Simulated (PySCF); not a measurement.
Question: Write a Z-matrix for InChI=1S/C4H6OSi/c5-4-2-1-3-6-4/h1-3,5H,6H2 as optimised with PBE/cc-pVDZ.

Answer: 
Z-matrix in Å and degrees, rows numbered from 1:
```
O 
C   1  1.3659
C   2  1.3680  1  122.29
C   3  1.4727  2  115.62  1  -179.92
C   4  1.3682  3  119.45  2     0.02
Si  5  1.8729  4  106.03  3    -0.00
H   1  0.9758  2  108.11  3  -179.76
H   3  1.1010  2  122.82  1     0.09
H   4  1.1041  3  118.41  2  -179.97
H   5  1.0971  4  123.18  3  -179.98
H   6  1.5123  2  111.64  1    60.37
H   6  1.5124  2  111.72  1   -60.51
```

Si6 (SiH2 silicon) has angles from 92.3° to 116.3°. The C–C distances run from 1.368 Å (C2=C3, drawn double) to 1.473 Å (C3–C4, drawn single), a spread of 0.105 Å. The 6 heavy atoms lie in one plane (0.000 Å rms). The C–Si distances run from 1.873 Å (C5–Si6, drawn single) to 1.923 Å (C2–Si6, drawn single), a spread of 0.050 Å.

Computed with PySCF, PBE/cc-pVDZ geometry optimisation, gas phase.

Point group: Cs (every atom within 0.08 Å of its image). Whether it is a minimum is left open (no frequencies). The numbers are those of one conformer (H–O1–C2–C3 180°).
